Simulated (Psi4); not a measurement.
Na2, charge +1, doublet, geometry from GFN2-xTB (such geometries of metal compounds can be far from the true shape) (a state made from the parent by changing its charge; the spin is typed, not shown lowest); HF/6-311G** (Psi4).

Psi4 was given this input:
```
memory 2 GB

molecule mol {
1 2
Na   -0.000000   -0.000000   -1.650642
Na    0.000000    0.000000    1.650642
}

set {
  basis 6-311g**
  reference uhf
}

energy('scf')
print_variables()
```

What the program printed (banner, timings and long lists left out):

```
   => Loading Basis Set <=

    Name: 6-311G**
    Role: ORBITAL
    Keyword: BASIS

         ---------------------------------------------------------
                                   SCF
               by Justin Turney, Rob Parrish, Andy Simmonett
                          and Daniel G. A. Smith
                              UHF Reference
         ---------------------------------------------------------

  ==> Geometry <==

    Molecular point group: d2h
    Full point group: D_inf_h

    Geometry (in Angstrom), charge = 1, multiplicity = 2:

       Center              X                  Y                   Z               Mass
    ------------   -----------------  -----------------  -----------------  -----------------
         NA           0.000000000000     0.000000000000    -1.650642000000    22.989769282000
         NA           0.000000000000     0.000000000000     1.650642000000    22.989769282000

  Running in d2h symmetry.

  Rotational constants: A = ************  B =      0.13456  C =      0.13456 [cm^-1]
  Rotational constants: A = ************  B =   4034.10138  C =   4034.10138 [MHz]
  Nuclear repulsion =   19.395617732697335

  Charge       = 1
  Multiplicity = 2
  Electrons    = 21
  Nalpha       = 11
  Nbeta        = 10

  ==> Algorithm <==

  SCF Algorithm Type is DF.
  DIIS enabled.
  MOM disabled.
  Fractional occupation disabled.
  Guess Type is SAD.
  Energy threshold   = 1.00e-06
  Density threshold  = 1.00e-06
  Integral threshold = 1.00e-12

  ==> Primary Basis <==

  Basis Set: 6-311G**
    Blend: 6-311G**
    Number of shells: 24
    Number of basis functions: 52
    Number of Cartesian functions: 54
    Spherical Harmonics?: true
    Max angular momentum: 2

   => Loading Basis Set <=

    Name: (6-311G** AUX)
    Role: JKFIT
    Keyword: DF_BASIS_SCF

  ==> Integral Setup <==

  SCF_SUBTYPE=INCORE selected. In-core MEM_DF algorithm will be used.
  Using in-core AOs.

  ==> MemDFJK: Density-Fitted J/K Matrices <==

    J tasked:                   Yes
    K tasked:                   Yes
    wK tasked:                   No
    Algorithm:                 Core
    Schwarz Cutoff:           1E-12
    Mask sparsity (%):       2.6627
    Fitting Condition:        1E-10

   => Auxiliary Basis Set <=

  Basis Set: (6-311G** AUX)
    Blend: DEF2-UNIVERSAL-JKFIT
    Number of shells: 68
    Number of basis functions: 224
    Number of Cartesian functions: 274
    Spherical Harmonics?: true
    Max angular momentum: 4

  Minimum eigenvalue in the overlap matrix is 1.8110041253E-02.
  Reciprocal condition number of the overlap matrix is 4.8192918870E-03.
    Using symmetric orthogonalization.

  ==> Pre-Iterations <==

  SCF Guess: Superposition of Atomic Densities via on-the-fly atomic UHF (no occupation information).

   -------------------------
    Irrep   Nso     Nmo
   -------------------------
     Ag        13      13
     B1g        1       1
     B2g        6       6
     B3g        6       6
     Au         1       1
     B1u       13      13
     B2u        6       6
     B3u        6       6
   -------------------------
    Total      52      52
   -------------------------

  ==> Iterations <==

                           Total Energy        Delta E     RMS |[F,P]|

   @DF-UHF iter SAD:  -323.49116841869841   -3.23491e+02   0.00000e+00
   @DF-UHF iter   1:  -323.53450539595201   -4.33370e-02   3.59708e-03 DIIS/ADIIS
   @DF-UHF iter   2:  -323.54088260430092   -6.37721e-03   1.39213e-03 DIIS/ADIIS
   @DF-UHF iter   3:  -323.54209247451342   -1.20987e-03   5.25680e-04 DIIS/ADIIS
   @DF-UHF iter   4:  -323.54270744863049   -6.14974e-04   8.05274e-05 DIIS
   @DF-UHF iter   5:  -323.54271839488746   -1.09463e-05   1.75717e-05 DIIS
   @DF-UHF iter   6:  -323.54271893140981   -5.36522e-07   2.87100e-06 DIIS
   @DF-UHF iter   7:  -323.54271894563880   -1.42290e-08   5.94194e-07 DIIS
  Energy and wave function converged.

  ==> Post-Iterations <==

   @Spin Contamination Metric:   4.924604523E-05
   @S^2 Expected:                7.500000000E-01
   @S^2 Observed:                7.500492460E-01
   @S   Expected:                5.000000000E-01
   @S   Observed:                5.000000000E-01

    Orbital Energies [Eh]
    ---------------------

    Alpha Occupied:

       1B1u  -40.671175     1Ag   -40.671175     2B1u   -2.977433
       2Ag    -2.977412     3Ag    -1.704607     3B1u   -1.703474
       1B3u   -1.703020     1B2u   -1.703020     1B2g   -1.702820
       1B3g   -1.702820     4Ag    -0.374847

    Alpha Virtual:

       4B1u   -0.129950     2B2u   -0.107029     2B3u   -0.107029
       5Ag    -0.087070     2B3g   -0.060766     2B2g   -0.060766
       5B1u   -0.045575     6Ag    -0.036308     3B3u   -0.025381
       3B2u   -0.025381     7Ag    -0.004844     3B3g    0.007782
       3B2g    0.007782     6B1u    0.020580     7B1u    0.060764
       4B2u    0.238853     4B3u    0.238853     8Ag     0.239651
       1B1g    0.282330     9Ag     0.282330     8B1u    0.320060
       1Au     0.320060     9B1u    0.376152     5B3u    0.388805
       5B2u    0.388805     4B2g    0.394697     4B3g    0.394697
       5B2g    0.411351     5B3g    0.411351    10Ag     0.432856
      10B1u    0.594754    11Ag     2.132142    11B1u    2.260210
      12Ag     4.795863     6B3u    4.818572     6B2u    4.818572
       6B2g    4.832727     6B3g    4.832727    12B1u    4.937105
      13Ag    98.390357    13B1u   98.546887

    Beta Occupied:

       1B1u  -40.669204     1Ag   -40.669204     2B1u   -2.972764
       2Ag    -2.972732     1B2u   -1.701528     1B3u   -1.701528
       1B2g   -1.701462     1B3g   -1.701462     3Ag    -1.700896
       3B1u   -1.700167

    Beta Virtual:

       4Ag    -0.141592     4B1u   -0.110812     2B2u   -0.085757
       2B3u   -0.085757     5Ag    -0.067135     2B3g   -0.057338
       2B2g   -0.057338     5B1u   -0.039735     6Ag    -0.011172
       3B3u   -0.010885     3B2u   -0.010885     7Ag     0.002051
       3B3g    0.014859     3B2g    0.014859     6B1u    0.023818
       7B1u    0.078324     4B2u    0.263051     4B3u    0.263051
       8Ag     0.276737     9Ag     0.295737     1B1g    0.295737
       1Au     0.330116     8B1u    0.330116     9B1u    0.384166
       5B3u    0.399451     5B2u    0.399451     4B2g    0.406862
       4B3g    0.406862     5B2g    0.422027     5B3g    0.422027
      10Ag     0.439124    10B1u    0.617983    11Ag     2.141161
      11B1u    2.266972    12Ag     4.799121     6B3u    4.819971
       6B2u    4.819971     6B2g    4.833981     6B3g    4.833981
      12B1u    4.940157    13Ag    98.392823    13B1u   98.549307

    Final Occupation by Irrep:
             Ag   B1g   B2g   B3g    Au   B1u   B2u   B3u
    DOCC [     3,    0,    1,    1,    0,    3,    1,    1 ]
    SOCC [     1,    0,    0,    0,    0,    0,    0,    0 ]
    NA   [     4,    0,    1,    1,    0,    3,    1,    1 ]
    NB   [     3,    0,    1,    1,    0,    3,    1,    1 ]

  @DF-UHF Final Energy:  -323.54271894563880

   => Energetics <=

    Nuclear Repulsion Energy =             19.3956177326973354
    One-Electron Energy =                -490.4939199520337070
    Two-Electron Energy =                 147.5555832736975503
    Total Energy =                       -323.5427189456387964

  UHF NO Occupations:
  HONO-2 :    1B3u 1.9999953
  HONO-1 :    3 Ag 1.9999921
  HONO-0 :    4 Ag 1.0000000
  LUNO+0 :    5 Ag 0.0000079
  LUNO+1 :    2B3u 0.0000047
  LUNO+2 :    2B2u 0.0000047
  LUNO+3 :    4B1u 0.0000032

Computation Completed

Properties will be evaluated at   0.000000,   0.000000,   0.000000 [a0]

Properties computed using the SCF density matrix

 Multipole Moments:

 ------------------------------------------------------------------------------------
     Multipole            Electronic (a.u.)      Nuclear  (a.u.)        Total (a.u.)
 ------------------------------------------------------------------------------------

 L = 1.  Multiply by 2.5417464519 to convert [e a0] to [Debye]
 Dipole X            :          0.0000000            0.0000000            0.0000000
 Dipole Y            :          0.0000000            0.0000000            0.0000000
 Dipole Z            :          0.0000000            0.0000000            0.0000000
 Magnitude           :                                                    0.0000000

 ------------------------------------------------------------------------------------

  Variable Map:
  ----------------------------------------------------------------------------
  "CURRENT ENERGY"           =>    -323.542718945639
  "CURRENT REFERENCE ENERGY" =>    -323.542718945639
  "DD SOLVATION ENERGY"      =>       0.000000000000
  "HF KINETIC ENERGY"        =>     323.328014167090
  "HF POTENTIAL ENERGY"      =>    -646.870733112729
  "HF TOTAL ENERGY"          =>    -323.542718945639
  "HF VIRIAL RATIO"          =>       2.000664046322
  "NUCLEAR REPULSION ENERGY" =>      19.395617732697
  "ONE-ELECTRON ENERGY"      =>    -490.493919952034
  "PCM POLARIZATION ENERGY"  =>       0.000000000000
  "PE ENERGY"                =>       0.000000000000
  "SCF ITERATION ENERGY"     =>    -323.542718945639
  "SCF ITERATIONS"           =>       7.000000000000
  "SCF TOTAL ENERGY"         =>    -323.542718945639
  "TWO-ELECTRON ENERGY"      =>     147.555583273698

  Array Variable Map:
  ----------------------------------------------------------------------------
  "CURRENT DIPOLE"           =>       0.000000000000 ... 0.000000000000 1 by 3
  "SCF DIPOLE"               =>       0.000000000000 ... 0.000000000000 1 by 3
  "SCF TOTAL ENERGIES"       =>    -323.491168418698 ... -323.542718945639 1 by 8
```
